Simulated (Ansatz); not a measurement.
**Heat of formation of BBr2Cl (dibromo(chloro)borane) from total energies**

BBr2Cl: 4 atoms, total charge 0, spin state singlet. As SMILES, `ClB(Br)Br`. Geometry: relaxed at PBE0-D4/def2-TZVP.

Total energies at wB97X/6-31G* (spherical functions) (Ansatz 0.2.0); the atoms run unrestricted:

| species | state | energy (Eh) |
| --- | --- | --- |
| BBr2Cl | singlet | -5632.881204 |
| Cl | doublet | -460.113757 |
| B | doublet | -24.642423 |
| Br | doublet | -2573.832227 |

Harmonic wavenumbers at PBE0-D4/def2-TZVP, in cm⁻¹: 166, 197, 350, 410, 841, 938.

Measured heats of formation of the gaseous atoms at 298.15 K, in kJ/mol: Cl 121.3, B 570.3, Br 111.9. Spin-orbit lowering of the atoms at 298 K (mean of the ground term's levels less their thermal mean, from spectra), in kJ/mol: Cl 3.44, B 0.00, Br 14.69. Take 1 Eh = 2625.50 kJ/mol, 1 cm⁻¹ = 0.0119627 kJ/mol, RT = 2.479 kJ/mol.

**Question.** What heat of formation follows?

**Answer.** 
1. Electronic atomisation energy: (-460.113757) + (-24.642423) + 2 × (-2573.832227) − (-5632.881204) = 0.460570 Eh = 1209.2 kJ/mol.
2. Zero-point energy: half the sum of the wavenumbers, 1451 cm⁻¹ = 17.4 kJ/mol.
3. Thermal vibrational enthalpy, Σ hcν̃/(exp(hcν̃/kT) − 1): 5.1 kJ/mol. Translation, rotation and pV of a non-linear molecule: 4 RT = 9.9 kJ/mol.
4. The 4 free atoms carry 5/2 RT each: 24.8 kJ/mol.
5. Spin-orbit coupling lowers the free atoms by 3.44 + 0.00 + 2 × 14.69 = 32.8 kJ/mol.
6. Atomisation enthalpy at 298 K: 1209.2 − 32.8 − 17.4 − 5.1 − 9.9 + 24.8 = 1168.8 kJ/mol.
7. Sum of the atoms' heats of formation: 915.4 kJ/mol. Heat of formation: 915.4 − 1168.8 = -253.4 kJ/mol.

The tabulated value is -272.0 kJ/mol (NIST-JANAF tables; in doubt: it rests on an older heat of the boron atom), so this level is off by +18.6 kJ/mol, or 1.6 % of the atomisation enthalpy that the table implies (1187.3 kJ/mol). Relativity is left out. Anharmonicity and any spin-orbit splitting of the molecule are left out.
